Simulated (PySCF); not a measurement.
Computed shifts of a molecule CH₃Cl₂NSi₂, PySCF with B3LYP/pcSseg-1, GIAO, gas phase, equivalent atoms averaged, in ppm (number of nuclei): ²⁹Si: 34.2 (1), 4.6 (1). ¹⁵N: 585.7 (1). ¹³C: 219.6 (1). ¹H: 10.64 (1), 5.73 (2). References: ³⁵Cl against HCl (σ = 933.3 ppm); ²⁹Si against TMS (σ = 338.7 ppm); ¹⁵N against NH3 (σ = 265.5 ppm); ¹³C against TMS (σ = 181.3 ppm); ¹H against TMS (σ = 31.68 ppm), references at their B3LYP-D3(BJ)/def2-TZVP geometries, non-relativistic (without spin–orbit terms, shifts of atoms bonded to Cl or Br come out too high). The structure is a stationary point at B3LYP-D3(BJ)/def2-SVP. The values are those of a single conformer.

Task: Which structure fits?
A. Cl[Si]1(Cl)N=C[SiH2]1
B. Cl[Si@H]1C=N[Si@@H]1Cl
C. Cl[Si]1(Cl)C=N[SiH2]1

Result: A, Cl[Si]1(Cl)N=C[SiH2]1
